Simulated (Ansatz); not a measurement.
Born–Oppenheimer molecular dynamics of CH$_{3}$ClMgS (7 atoms, charge 0, multiplicity 1). It starts from a relaxed structure.

Method: RKS PBE0/def2-SVP (Ansatz).

* ensemble: NVT, Langevin thermostat
* time step: 0.5 fs
* steps asked: 150
* set temperature: 300 K
* friction: 0.001 /fs
* seed: 330045

Frames 0.5 fs apart, positions in Å, forces in eV/Å.

Velocities at 10.0 fs (Å/ps):

```
C 6.37 4.92 -0.60
S 0.89 -3.76 -2.84
Mg -0.20 -2.13 3.37
Cl -3.02 1.79 1.33
H -2.91 0.60 -4.91
H 3.86 3.07 -12.49
H 0.81 27.73 14.49
```

```xyz
7
Properties=species:S:1:pos:R:3:forces:R:3 time_fs=10.0 energy_less_start_eV=0.053 T=207
C -0.400 1.222 -0.108 0.68 -0.23 0.04
S 0.633 0.285 1.113 -0.26 0.29 -0.05
Mg 0.818 -1.843 0.354 -0.07 0.30 0.03
Cl 1.009 -3.851 -0.414 0.06 -0.60 -0.20
H -1.396 0.804 -0.294 -0.07 -0.17 0.11
H -0.507 2.188 0.390 -0.13 0.29 -0.25
H 0.140 1.330 -1.070 -0.21 0.12 0.32
7
Properties=species:S:1:pos:R:3:forces:R:3 time_fs=10.5 energy_less_start_eV=0.049 T=209
C -0.397 1.224 -0.109 0.41 -0.37 0.14
S 0.633 0.283 1.112 -0.26 0.34 -0.06
Mg 0.818 -1.845 0.356 -0.07 0.31 0.02
Cl 1.008 -3.850 -0.414 0.06 -0.62 -0.21
H -1.397 0.804 -0.296 0.11 -0.09 0.13
H -0.505 2.190 0.383 -0.16 0.36 -0.14
H 0.141 1.344 -1.063 -0.09 0.07 0.11
7
Properties=species:S:1:pos:R:3:forces:R:3 time_fs=11.0 energy_less_start_eV=0.049 T=213
C -0.394 1.226 -0.109 0.15 -0.48 0.26
S 0.634 0.281 1.110 -0.26 0.39 -0.06
Mg 0.818 -1.846 0.358 -0.08 0.32 0.02
Cl 1.006 -3.849 -0.413 0.07 -0.65 -0.22
H -1.398 0.804 -0.298 0.26 -0.02 0.14
H -0.503 2.193 0.376 -0.18 0.41 -0.03
H 0.141 1.358 -1.055 0.03 0.03 -0.11
7
Properties=species:S:1:pos:R:3:forces:R:3 time_fs=11.5 energy_less_start_eV=0.053 T=212
C -0.391 1.228 -0.109 -0.07 -0.55 0.38
S 0.634 0.279 1.109 -0.26 0.44 -0.06
Mg 0.818 -1.847 0.359 -0.08 0.32 0.01
Cl 1.004 -3.848 -0.413 0.07 -0.67 -0.22
H -1.398 0.804 -0.300 0.39 0.04 0.15
H -0.502 2.197 0.368 -0.20 0.43 0.07
H 0.142 1.373 -1.047 0.15 -0.02 -0.33
7
Properties=species:S:1:pos:R:3:forces:R:3 time_fs=12.0 energy_less_start_eV=0.059 T=205
C -0.388 1.230 -0.110 -0.25 -0.57 0.51
S 0.634 0.278 1.108 -0.26 0.50 -0.05
Mg 0.818 -1.848 0.361 -0.08 0.33 0.00
Cl 1.003 -3.848 -0.412 0.07 -0.69 -0.23
H -1.397 0.804 -0.302 0.48 0.08 0.14
H -0.501 2.202 0.361 -0.21 0.42 0.15
H 0.144 1.387 -1.040 0.25 -0.06 -0.52
7
Properties=species:S:1:pos:R:3:forces:R:3 time_fs=12.5 energy_less_start_eV=0.065 T=197
C -0.384 1.232 -0.110 -0.37 -0.53 0.61
S 0.635 0.276 1.106 -0.26 0.55 -0.05
Mg 0.817 -1.849 0.363 -0.09 0.33 0.00
Cl 1.002 -3.847 -0.411 0.07 -0.71 -0.24
H -1.395 0.805 -0.304 0.54 0.11 0.13
H -0.501 2.208 0.354 -0.22 0.36 0.21
H 0.146 1.401 -1.034 0.33 -0.11 -0.67
7
Properties=species:S:1:pos:R:3:forces:R:3 time_fs=13.0 energy_less_start_eV=0.071 T=190
C -0.381 1.234 -0.110 -0.44 -0.41 0.68
S 0.635 0.274 1.105 -0.26 0.60 -0.04
Mg 0.817 -1.850 0.365 -0.09 0.33 -0.01
Cl 1.000 -3.846 -0.411 0.07 -0.73 -0.24
H -1.392 0.806 -0.305 0.56 0.12 0.12
H -0.501 2.215 0.347 -0.21 0.25 0.24
H 0.149 1.415 -1.030 0.37 -0.16 -0.75
7
Properties=species:S:1:pos:R:3:forces:R:3 time_fs=13.5 energy_less_start_eV=0.075 T=188
C -0.378 1.235 -0.110 -0.43 -0.24 0.70
S 0.636 0.272 1.103 -0.26 0.65 -0.03
Mg 0.817 -1.851 0.366 -0.09 0.33 -0.02
Cl 0.999 -3.846 -0.410 0.07 -0.74 -0.25
H -1.388 0.808 -0.306 0.54 0.11 0.09
H -0.501 2.223 0.341 -0.20 0.11 0.26
H 0.153 1.429 -1.027 0.37 -0.22 -0.76
7
Properties=species:S:1:pos:R:3:forces:R:3 time_fs=14.0 energy_less_start_eV=0.079 T=183
C -0.375 1.237 -0.110 -0.34 -0.04 0.67
S 0.636 0.271 1.102 -0.26 0.70 -0.02
Mg 0.817 -1.852 0.368 -0.09 0.33 -0.02
Cl 0.997 -3.845 -0.410 0.08 -0.76 -0.25
H -1.383 0.809 -0.306 0.48 0.09 0.06
H -0.502 2.232 0.336 -0.19 -0.03 0.26
H 0.158 1.443 -1.026 0.33 -0.29 -0.69
7
Properties=species:S:1:pos:R:3:forces:R:3 time_fs=14.5 energy_less_start_eV=0.082 T=178
C -0.372 1.238 -0.110 -0.20 0.19 0.59
S 0.637 0.269 1.100 -0.26 0.75 -0.01
Mg 0.817 -1.853 0.370 -0.09 0.33 -0.03
Cl 0.996 -3.845 -0.409 0.08 -0.77 -0.26
H -1.376 0.811 -0.306 0.39 0.05 0.02
H -0.503 2.240 0.331 -0.17 -0.18 0.26
H 0.164 1.455 -1.027 0.25 -0.36 -0.58
7
Properties=species:S:1:pos:R:3:forces:R:3 time_fs=15.0 energy_less_start_eV=0.087 T=176
C -0.370 1.240 -0.109 0.00 0.44 0.48
S 0.637 0.268 1.099 -0.25 0.79 0.00
Mg 0.816 -1.854 0.371 -0.10 0.33 -0.04
Cl 0.994 -3.844 -0.409 0.08 -0.79 -0.26
H -1.369 0.814 -0.306 0.26 0.00 -0.03
H -0.505 2.248 0.327 -0.15 -0.33 0.25
H 0.171 1.467 -1.029 0.15 -0.44 -0.42
7
Properties=species:S:1:pos:R:3:forces:R:3 time_fs=15.5 energy_less_start_eV=0.093 T=170
C -0.367 1.242 -0.109 0.24 0.69 0.35
S 0.638 0.267 1.097 -0.25 0.83 0.02
Mg 0.816 -1.855 0.373 -0.10 0.33 -0.04
Cl 0.993 -3.844 -0.409 0.08 -0.80 -0.26
H -1.360 0.816 -0.306 0.11 -0.07 -0.08
H -0.507 2.255 0.324 -0.12 -0.45 0.25
H 0.178 1.478 -1.032 0.04 -0.51 -0.23
```

Of the whole run (75 fs, mean temperature of the second half 201 K): The mean temperature of the second half is 33 % below the set value. A run of 0.075 ps of so small a system gives no equilibrium averages.

Time of the run: 4.7 min on 1 thread of Arm Neoverse V2, with other jobs on the host, peak memory 0.15 GiB.
